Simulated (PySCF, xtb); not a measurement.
YOBr, SMILES [O]=[Y][Br].

GFN2-xTB run with xtb at its own geometry gives an orbital gap of 1.40 eV and a dipole moment of 7.94 D.

The structure is a stationary point at PBE-D3(BJ)/def2-TZVP. The def2 effective core potentials stand for the cores of Y; spin–orbit coupling is left out.

Q: What does PBE/def2-TZVPD in PySCF give? (Estimate from the structure and the level; the computed values follow.)

A: gap 2.55 eV (levels -5.78 and -3.22 eV), dipole 7.19 D.
